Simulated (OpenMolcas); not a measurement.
Sb3+: effect of the level shift or regulariser

| Item | Value |
| --- | --- |
| Program | OpenMolcas 26.06 |
| Basis | ANO-RCC-VDZP [6s5p3d1f] |
| Scalar Hamiltonian | DKH2, point nucleus |
| Active space | 2 electrons in 4 orbitals (5s 5p) |
| State averaging | 2S+1 = 3 even, 3 roots; 2S+1 = 1 even, 7 roots; 2S+1 = 3 odd, 3 roots; 2S+1 = 1 odd, 3 roots |
| Spin-orbit coupling | RASSI with atomic mean-field integrals over the reference wave functions, term energies averaged over their components |

Methods on the same reference wave functions:
A. CASSCF
B. MS-CASPT2, IPEA 0.25 Eh, imaginary shift 0.1 Eh (closed shells correlated: 4d)
C. MS-CASPT2, IPEA 0.25 Eh, imaginary shift 0.3 Eh (closed shells correlated: 4d)

Energies in cm-1 above 5s2 1S0, the measured ground level; measured values from Moore, Atomic Energy Levels, vol. III, NSRDS-NBS 35 (1971 reprint of NBS Circular 467, 1958).

```csv
Level,A,B,C,Measured
5s2 1S0,0.0,0.0,0.0,0.0
5s 5p 3P* 0,59675,63429,63422,
5s 5p 3P* 1,61865,65517,65510,66700
5s 5p 3P* 2,67008,70763,70755,72560
5s 5p 1P* 1,102456,94686,94688,95952
5p2 3P0,149035,150349,150341,152076
5p2 3P1,152541,154101,154092,156388
5p2 3P2 [68 %],156089,156547,156592,163524
5p2 1D2 [68 %],166565,163696,163801,155956
5p2 1S0,188131,183529,183524,
```

Deviations, from unrounded energies. A percentage is the sum of absolute deviations over the sum of measured energies, with the sign that they share, or ± where signs differ.

| Against measurement | Levels | A | B | C |
| --- | --- | --- | --- | --- |
| mean absolute deviation (cm-1) | 7 | 6000 | 3300 | 3300 |
| other configurations (%) | 7 | ±4.8 | ±2.7 | ±2.7 |

B, C lie about equally close to measurement and A furthest from it. The largest miss of B in the table is 5p2 1D2 [68 %], by +7700 cm-1. The ranking rests on the paired levels alone, and a cruder setting can come out closer through cancelling errors.

Between B and C the level of the table that moves most is 5p2 1D2 [68 %], by 110 cm-1 (lowest in B, highest in C).

The lowest spin-free term lies below A's lowest term by 0.309 hartree in B, 0.309 hartree in C.

Some levels mix across a computed gap that differs much from the measured one, so their mixing is not that of the real levels. The ¹D term of p² mixes with s d, which this space lacks. The basis is small and was not contracted for so high a charge. Measured partners are found by configuration, term and J. A level has none where our copy of the source lacks it or the pairing is in doubt (some pairs that miss far off the trend of their configuration count as doubtful), and it then counts in no deviation. Levels of configurations outside the active space are missing.

A share in square brackets marks a mixed level and gives the weight of the term that names it, the lowest over the columns. * marks odd parity.
